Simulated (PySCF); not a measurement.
C2H5FTe. Atoms are numbered in the order given.

```xyz
9

Te    -0.0645     0.2003     0.6078
F     -1.2744     0.9259    -0.7433
C      0.6043    -1.3498    -0.7272
C      1.0758    -0.7947    -2.0557
H     -0.2365    -2.0484    -0.8426
H      1.4018    -1.8730    -0.1734
H      1.9701    -0.1654    -1.9371
H      0.2883    -0.1803    -2.5158
H      1.3190    -1.6152    -2.7504
```
Charge 0, spin multiplicity 1.

Geometry optimised at PBE0-D3(BJ)/def2-SVP. The def2 effective core potentials stand for the cores of Te; spin–orbit coupling is left out. One conformer was computed; it need not be the lowest.

The numbers are results of PBE/def2-TZVP run with PySCF, not measurements.

ESP charges are fitted to the potential on shells at 1.4 to 2.0 van der Waals radii. Atomic charges (e):

```tsv
atom	Mulliken	Löwdin	ESP fit
Te1	0.40	0.53	___
F2	-0.39	-0.31	___
C3	-0.33	-0.51	-0.17
C4	-0.34	-0.36	___
H5	0.14	0.13	0.09
H6	0.12	0.13	0.14
H7	0.12	0.12	0.05
H8	0.15	0.13	0.09
H9	0.12	0.13	0.07
```

Problem. Fill in the missing entries. (Estimate from the structure and the level; the computed values follow.)

Solution. 
- Te1, ESP fit: 0.10
- F2, ESP fit: -0.21
- C4, ESP fit: -0.16

Computed Mayer and Wiberg (Löwdin basis) orders of the bonds:
| bond | Mayer | Wiberg |
|---|---|---|
| Te1–F2 | 0.86 | 1.31 |
| Te1–C3 | 1.07 | 1.34 |
| C3–C4 | 1.00 | 1.38 |
| C3–H5 | 0.94 | 0.88 |
| C3–H6 | 0.93 | 0.88 |
| C4–H7 | 0.96 | 0.90 |
| C4–H8 | 0.96 | 0.90 |
| C4–H9 | 0.95 | 0.89 |
